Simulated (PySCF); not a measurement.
AgCl, multiplicity 1. Atoms are numbered in the order given.

```xyz
2

Ag     0.0000     0.0000    -0.6139
Cl     0.0000     0.0000     1.6972
```
Charge 0, spin multiplicity 1.

Geometry optimised at B3LYP-D3(BJ)/def2-TZVPD. The spin state was assumed, not searched. The def2 effective core potentials stand for the cores of Ag; spin–orbit coupling is left out.

All values below come from TDDFT-B3LYP/def2-TZVPD run with PySCF.

Vertical excitations; the highest root listed may be one member of a degenerate set.  State labels are in the subgroup C2v.

Problem. List the lowest excited states. (The exact figures need the calculation; the answer reports its results.)

Solution. 
```csv
state,symmetry,energy (eV),λ (nm),f,main pairs
S1,B2,2.72,456,0.007,HOMO→LUMO (degenerate set)
S2,B1,2.72,456,0.007,HOMO−1→LUMO (degenerate set)
S3,A1,3.50,354,0.061,HOMO−2→LUMO 94 %
S4,A2,4.72,263,0.000,HOMO−3→LUMO (degenerate set)
S5,A1,4.72,263,0.000,HOMO−4→LUMO (degenerate set)
S6,B1,5.17,240,0.002,HOMO−6→LUMO (degenerate set)
S7,B2,5.17,240,0.002,HOMO−5→LUMO (degenerate set)
S8,A1,6.01,206,0.010,"HOMO−7→LUMO 57 %, HOMO→LUMO+1 20 %, HOMO−1→LUMO+2 20 %"
S9,A2,6.04,205,0.000,"HOMO−1→LUMO+1 50 %, HOMO→LUMO+2 50 %"
S10,A1,6.05,205,0.000,"HOMO−1→LUMO+2 50 %, HOMO→LUMO+1 50 %"
T1,B2,2.43,509,0,HOMO→LUMO (degenerate set)
T2,B1,2.43,509,0,HOMO−1→LUMO (degenerate set)
T3,A1,2.65,467,0,HOMO−2→LUMO 98 %
T4,A2,4.38,283,0,HOMO−3→LUMO 99 %
```
Triplets are in the Tamm–Dancoff approximation, which puts them higher than full response would, so one can lie above its singlet here.
